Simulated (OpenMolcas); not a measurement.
## Levels of Br V by method

```yaml
Program: OpenMolcas 26.06
Basis: ANO-RCC-VTZP [6s5p3d1f]
Scalar_Hamiltonian: DKH2, point nucleus
Active_space: 3 electrons in 9 orbitals (RAS2 4s 4p; RAS3 4d, at most 2 electrons)
State_averaging: 2S+1 = 4 odd, 1 root; 2S+1 = 2 odd, 11 roots; 2S+1 = 4 even, 3 roots; 2S+1 = 2 even, 9 roots
Spin-orbit_coupling: state interaction with AMFI integrals over the reference wave functions, term energies averaged over their components
```

Methods on the same reference wave functions:
A. RASSCF
B. SS-RASPT2, IPEA 0.25 Eh, imaginary shift 0.1 Eh (closed shells correlated: 3d)
C. MS-RASPT2, IPEA 0.25 Eh, imaginary shift 0.1 Eh (closed shells correlated: 3d)
D. XMS-RASPT2, IPEA 0.25 Eh, imaginary shift 0.1 Eh (closed shells correlated: 3d)

Energies in cm⁻¹ above 4s² 4p ²P°_1/2, the measured ground level; measured values from Moore, Atomic Energy Levels, vol. II, NSRDS-NBS 35 (1971 reprint of NBS Circular 467, 1952).

| Level | A | B | C | D | Measured |
| --- | --- | --- | --- | --- | --- |
| 4s² 4p ²P°_1/2 | 0.0 | 0.0 | 0.0 | 0.0 | 0.0 |
| 4s² 4p ²P°_3/2 | 5521 | 5520 | 5530 | 5530 | 6090 |
| 4s 4p² ⁴P_1/2 | 88285 | 90100 | 90130 | 90340 |  |
| 4s 4p² ⁴P_3/2 | 90469 | 92300 | 92320 | 92530 |  |
| 4s 4p² ⁴P_5/2 | 93515 | 95330 | 95350 | 95560 |  |
| 4s 4p² ²D_3/2 | 121224 | 121090 | 121110 | 121220 | 122941 |
| 4s 4p² ²D_5/2 | 121667 | 121550 | 121570 | 121680 | 123628 |
| 4s 4p² ²S_1/2 | 151413 | 150250 | 150270 | 150520 |  |
| 4s 4p² ²P_1/2 | 161999 | 160780 | 160800 | 160940 | 158158 |
| 4s 4p² ²P_3/2 | 164930 | 163710 | 163730 | 163860 | 161011 |

Deviations, from unrounded energies. A percentage is the sum of absolute deviations over the sum of measured energies, with the sign that they share, or ± where signs differ.

```
                  Against measurement  Levels     A     B     C     D
       mean absolute deviation (cm-1)       5  2400  2000  2000  2000
fine structure of the ground term (%)       1  -9.3  -9.3  -9.2  -9.2
             other configurations (%)       4  ±2.0  ±1.6  ±1.6  ±1.6
```

B, C, D lie about equally close to measurement and A furthest from it. The largest miss of C in the table is 4s 4p² ²P_3/2, by +2700 cm-1. The ranking rests on the paired levels alone, and a cruder setting can come out closer through cancelling errors.

Among B to D the level of the table that moves most is 4s 4p² ²S_1/2, by 270 cm-1 (lowest in B, highest in D). Moves below CASPT2's spread within the term are not significant.

The mean deviations of B to D differ by less than CASPT2's widest spread within a term (14 cm-1), so their order carries little weight.

The lowest spin-free term lies below A's lowest term by 0.048 hartree in B, 0.048 hartree in C, 0.049 hartree in D.

CASPT2 breaks the degeneracy within a term, and the mean is taken; among the terms shown or strongly mixed into the levels shown the widest spread is 14 cm-1 (4s 4p² ²D, D). Active for correlation alone: 4d; no level in the range computed is led by a configuration that fills it, so any true level of that kind is missing. Measured partners are found by configuration, term and J. A level has none where our copy of the source lacks it or the pairing is in doubt (some pairs that miss far off the trend of their configuration count as doubtful), and it then counts in no deviation. Only configurations of the active space appear. Levels that lie high or do not pair safely by name in every column are left out.

° marks odd parity.
